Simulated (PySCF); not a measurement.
**Bond curve of SnN**

Set-up: basis Sn cc-pVTZ-PP with ECP28, N cc-pVTZ; scalar-relativistic core potentials; PySCF 2.14. Energies in eV from Sn + N in their ground configurations at the same level. State: ²Π (doublet), unpaired electrons π ↑.

All columns are PBE0. A positive dipole means Sn(−)N(+).

```tsv
R (Å)	E (eV)	μ (D)	Mulliken charge on Sn (basis-dependent)	HOMO (eV)	LUMO (eV)	Mayer bond order	⟨S²⟩
1.691	-1.266	-2.60	0.32	-6.51	-4.47	2.28	0.76
1.769	-2.013	-2.88	0.34	-6.56	-4.27	2.24	0.77
1.848	-2.404	-3.11	0.36	-6.57	-4.10	2.19	0.78
1.907	-2.530	-3.25	0.38	-6.40	-4.00	2.13	0.81
1.966	-2.556	-3.31	0.39	-6.16	-3.92	2.05	0.88
2.025	-2.513	-3.30	0.39	-5.96	-3.87	1.92	0.99
2.104	-2.392	-3.22	0.38	-5.77	-3.80	1.73	1.14
2.202	-2.184	-3.13	0.37	-5.61	-3.74	1.51	1.32
2.320	-1.899	-3.09	0.36	-5.51	-3.68	1.30	1.48
2.477	-1.511	-3.09	0.34	-5.45	-3.63	1.10	1.65
```

A fit through these points gives, at Re = 1.955 Å, μ = -3.30 D and dμ/dR = -0.571 D/Å; the reduced mass is 12.54 u.

Q: How strong is the fundamental in the double-harmonic approximation, I = 42.26·(dμ/dR)²/μred km/mol?

A: I = 42.26·(-0.571)²/12.54 = 1.10 km/mol at PBE0.

⟨S²⟩ of the unrestricted solution departs from its pure value on part of the curve, where spin states mix. Spin–orbit coupling is left out, which matters for elements this heavy, above all for dissociation energies. The state is the lowest determinant that a PBE0 search found; another state may lie lower at other levels.
